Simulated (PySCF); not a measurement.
Below is a simulated gas-phase P 2p photoelectron spectrum of `FB(F)[BH2-][PH3+]`.

Every computed line was given a Gaussian of 0.5 eV full width at half maximum and an area set by the number of equivalent atoms (split 2:1 within a doublet); the highest printed point is 100. Theory: delta-SCF UKS SCAN, pcX-2 on the ionised atom, pcseg-1 elsewhere, spin-free X2C (PySCF).

binding energy (eV), intensity and a bar:
```
    137.9          1 
    138.0          4 #
    138.1         11 ###
    138.2         26 ########
    138.3         51 ###############
    138.4         80 ########################
    138.5        100 ##############################
    138.6        100 ##############################
    138.7         80 ########################
    138.8         52 ################
    138.9         28 ########
    139.0         17 #####
    139.1         17 #####
    139.2         28 ########
    139.3         41 ############
    139.4         50 ###############
    139.5         50 ###############
    139.6         39 ############
    139.7         25 #######
    139.8         13 ####
    139.9          5 #
    140.0          2 
    140.1          0
```

Task: Count the maxima, the lines and the sites behind this envelope.

Result: The curve has 2 maxima (at 138.5 and 139.4 eV). Under it lie 2 lines from 1 inequivalent phosphorus site, drawn as a 2p3/2, 2p1/2 pair.

Task: Decompose the envelope and assign each component. Numbering: `[F:1][B:2]([F:3])[BH2-:4][PH3+:5]`.

Result: 
```json
{"position (eV)": "138.55", "relative area": "0.67", "line": "P 2p3/2", "atoms": "P5", "environment": "phosphorus bonded to B and 3 H"}
{"position (eV)": "139.44", "relative area": "0.33", "line": "P 2p1/2", "atoms": "P5", "environment": "phosphorus bonded to B and 3 H"}
```

Task: What are the centre and the root-mean-square width of the whole band?

Result: The area-weighted mean of the lines is 138.85 eV. Their own spread about it is 0.42 eV (rms) and each Gaussian has σ = 0.5/2.355 = 0.21 eV; the variances add, which gives 0.47 eV.

The curve has no shake-up lines and no vibrational structure. Spin–orbit coupling isn't in the SCF: each 2p doublet comes from a relaxed spin-free hole plus a matrix of the shell (mean-field spin–orbit coupling and the ground-state 2p splitting), with 2p3/2 averaged over its two sublevels. 2p1/2 minus 2p3/2 (ligand field included): P 0.89 eV. Isolated species at its PBE0-D3(BJ)/def2-SVP geometry (one conformer only).

The values belong to the conformer `[F:1][B:2]([F:3])[BH2-:4][PH3+:5]`: F1–B2–B4–P5 -179°.
